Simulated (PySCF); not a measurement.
A structure optimised at PBE-D3(BJ)/def2-SVP, used in a PySCF frequency run:

```
C
F 1 1.3349
F 1 1.3522 2 109.22
F 1 1.3522 2 109.22 3 117.99
C 1 1.5465 2 112.18 4 121.00
O 5 1.2051 1 123.00 2 0.00
H 5 1.1295 6 124.34 1 -180.00
```

Task: Write its SMILES, formula and point group.

Result: O=CC(F)(F)F, C2HF3O, Cs

Task: What are its rotational constants (standard atomic weights)?

Result: 5.3742, 2.9411, 2.8904 GHz
